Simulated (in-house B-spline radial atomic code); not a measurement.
## RPA and G0W0 on PBE: Se23+

Configuration [Ne] 3s1, highest spin, mean-field start PBE. Computed with an all-electron radial atomic-structure program (B-spline basis): all electrons, non-relativistic, point nucleus, each spin shell either full or empty, empty states to l = 9 with an (l + 1/2)⁻⁴ tail; G0W0 by contour deformation at full frequency.

Command:
```bash
python run_gw.py task.json out
```
Settings (radii: box in bohr, nucleus in fm):
```
Z                        34
electrons                11
configuration            [Ne] 3s1
hamiltonian              nr
method                   pbe,pbe
lmax                     9
spin_polarised           True
box_radius               3.69
intervals                46
ion_configuration        [He] 2s2 2p6
```

Cost of the run: 1.9 s on 1 thread of AMD EPYC 7R43 64-Core Processor (shared host).

Energies (hartree):

| term | value |
| --- | --- |
| mean-field total | -2067.00980 |
| Hartree-Fock functional on these orbitals | -2066.99393 |
| direct second order | -0.77 |
| second-order exchange | 0.31606 |
| SOSEX correction | 0.29667 |

Question: What is the RPA correlation energy, and what remains with SOSEX?

Answer: RPA gives -0.73093 hartree (-1.81 eV per electron); RPA + SOSEX gives -0.43426, and the second-order doubles -0.45395 hartree (no singles). RPA lacks exchange-type terms and so overcorrelates at short range.

Quasi-particle levels (eV):

```
  level  occupied  mean field  Σx - vxc     Σc  QP weight      G0W0
  3s up       yes    -1004.26    -17.71      ?          ?         ?
2p down       yes    -2407.76    -67.46   3.04      0.992  -2472.19
  2p up       yes    -2409.40    -68.06   3.27      0.989  -2474.19
2s down       yes    -2555.49    -82.99   3.53      0.989  -2634.95
3s down        no     -994.23     23.08  -4.91      0.962   -976.07
```

G0W0 = mean field + (Σx - vxc) + Σc, with Σc (partial-wave tail included) taken at the quasi-particle energy. Only the outer levels were computed.

Question: Where does G0W0 put 3s up?

Answer: At -1025.37 eV, with Σc = -3.40 eV and a quasi-particle weight of 0.981. The tabulated removal energy is 1036.36 ± 0.03 eV (NIST, semi-empirical); the calculation leaves out relativity, Breit and QED terms, and what these don't explain is the method's own error.

Question: What does it cost to remove one electron (to [He] 2s2 2p6) by differences of total energies, each species on its own start (correlation terms add to the Hartree-Fock functional)?

Answer: PBE 1025.15 eV, Hartree-Fock functional 1021.79 eV, + RPA 1024.37 eV, + RPA + SOSEX 1022.42 eV, + second order 1022.52 eV. Tabulated: 1036.36 ± 0.03 eV (NIST, semi-empirical); the calculation leaves out relativity, Breit and QED terms, and what these don't explain is the method's own error.
